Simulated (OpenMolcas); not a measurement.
An OpenMolcas run meant for Ir2+ (ANO-RCC-VDZ, DKH2; inactive shells 1s 2s 2p 3s 3p 3d 4s 4p 4d 4f 5s 5p; intended active space 7 electrons in 5 orbitals (5d)). One step of its input:

```
&RASSCF
FileOrb=start.orb
Symmetry=1
Spin=5
nActEl=7 0 0
Inactive=15 19
Ras2=5 0
CIRoot=10 10 1
SDav=10
CIMx=300
Iter=80 100
PrWF=0.3
OrbListing=Nothing
MaxOrb=0
Atom
>>> COPY $Project.JobIph JOB001
```

Lines from the output:

```
--- SEWARD ---
Basis set label: IR.ANO-RCC...7S6P4D1F.

      Electronic valence basis set:
      ------------------
      Associated Effective Charge  77.000000 au
      Associated Actual Charge     77.000000 au
      Nuclear Model: Point charge

      Shell  nPrim  nBasis  Cartesian Spherical Contaminant
         s      24       7        X
         p      21       6        X
         d      15       4                 X
         f      11       1                 X
                  Relativistic Douglas-Kroll-Hess integrals:
                    - DKH order of Hamiltonian: 2
                    - DKH order of Properties : 0
                  Atomic mean-field integrals
--- RASSCF ---

 Nr of active orbitals     NAC=   5
 Spin degeneracy         ISPIN=   5
 There can be no such wave function.
 ************************************************
--- Stop Module: rasscf at  /rc=_RC_INPUT_ERROR_ ---
.####################.
.# User input error #.
.####################.
```

Task: What is wrong with the input?

Result: The spin multiplicity does not fit the number of active electrons: an even count needs an odd multiplicity and the reverse.
